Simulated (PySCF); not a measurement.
Species: C₆H₁₁N₃S.
Structure used (GFN2-xTB), in Å, numbered top down from 1:
```
atom  x, y, z in Å
C1     2.614   -1.700   -1.271
S2     0.990   -1.557   -0.479
C3     0.861    0.175   -0.405
N4     1.813    0.981   -0.858
N5     1.347    2.194   -0.623
N6     0.163    2.235   -0.052
C7    -0.194    0.972    0.110
C8    -1.488    0.564    0.725
C9    -2.327   -0.220   -0.286
C10   -1.242   -0.268    1.984
H11    2.821   -2.761   -1.368
H12    3.357   -1.219   -0.644
H13    2.577   -1.223   -2.244
H14    1.864    3.023   -0.867
H15   -2.014    1.485    0.997
H16   -2.501    0.375   -1.180
H17   -3.288   -0.481    0.149
H18   -1.813   -1.136   -0.568
H19   -2.190   -0.537    2.443
H20   -0.706   -1.180    1.731
H21   -0.654    0.296    2.705
```

NICS is the negative of the GIAO shielding at a point without a nucleus: at the ring centre (0) and 1 Å above and below it (1); zz is the component along the ring normal. Level: GIAO PBE0/pcSseg-1 (PySCF, non-relativistic, gas phase) on the GFN2-xTB geometry, one conformer.

Ring bond lengths (Å), with Mayer bond orders in brackets: C3–N4 1.327 (1.45), N4–N5 1.320 (1.22), N5–N6 1.315 (1.25), N6–C7 1.322 (1.52), C7–C3 1.419 (1.24).

Q: Give the NICS values of each ring in ppm.

A: 
| ring | type | NICS(0) | NICS(1), two faces | NICS(1)zz, two faces | rms pucker (Å) | centre to ring atoms, mean (Å) |
| --- | --- | --- | --- | --- | --- | --- |
| C3–N4–N5–N6–C7 | 5-membered ring with 3 N; formal bonds all aromatic | -12.5 | -12.5 / -12.5 | -30.2 / -30.2 | 0.00 | 1.14 |

Q: What can be read from them?

A: 
- C3–N4–N5–N6–C7: mean NICS(1)zz -30.2 ppm, shielded, aromatic by this magnetic criterion (flat ring, no four-coordinate atom).

Q: And the bond-length index? HOMA takes Krygowski's 1993 parameters.

A: 
- C3–N4–N5–N6–C7: HOMA 0.94; the largest term is that of C7–C3, α(R − Ropt)² = 0.25. The geometric and the magnetic index point the same way.
